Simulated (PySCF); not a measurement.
## Two-component Hartree-Fock for Pr²⁷⁺ (praseodymium, charge +27)

Start: [Ar] 3d10 4s2 4p2; 4p1/2 filled at m_j = -1/2, +1/2. Calculated with PySCF 2.14 in an even-tempered Gaussian basis (17 s from 2.3 bohr⁻², ratio 2.8; 13 p from 2.9 bohr⁻², ratio 2.8; 8 d from 5.2 bohr⁻², ratio 2.8; 4 f from 14 bohr⁻², ratio 3): generalised Hartree-Fock with the X2C-1e Hamiltonian and a Gaussian nucleus; one run each with spin-orbit coupling (SO) switched off, then screened by Boettger's factors.

```csv
spinor shell,electrons,"ε, spin-free (eV)","ε, screened SO (eV)",weight of nominal j (screened SO),"rms radius, screened SO (bohr)"
1s1/2,2,-43114.1,-43105.7,1.000,0.0275
2s1/2,2,-7802.7,-7798.9,1.000,0.111
2p1/2,2,-7072.5,-7410.8,1.000,0.0957
2p3/2,4,-7072.5,-6921.1,1.000,0.102
3s1/2,2,-2390.7,-2388.4,1.000,0.286
3p1/2,2,-2152.5,-2223.8,1.000,0.277
3p3/2,4,-2152.5,-2118.3,1.000,0.290
3d3/2,4,-1826.3,-1838.0,1.000,0.260
3d5/2,6,-1826.3,-1815.2,1.000,0.263
4s1/2,2,-1044.1,-1043.1,1.000,0.616
4p1/2,2,-966.88,-982.29,1.000,0.618
```

```
   quantity    spin-free  screened SO
E (hartree)  -8870.89567  -8876.38812
        M_J            0            0
       ⟨J²⟩        2.002        0.000
       ⟨L²⟩        2.001        1.350
       ⟨S²⟩        2.000        1.350
```

Breit and QED terms are absent; they matter most for the inner s and p1/2 levels.

Densities and radii are taken from the X2C orbitals without a picture-change correction, which distorts them close to the nucleus.

Without spin-orbit coupling the j labels of p, d and f shells carry no meaning; the spin-free column gives the mean over the occupied spinors of each nl shell.
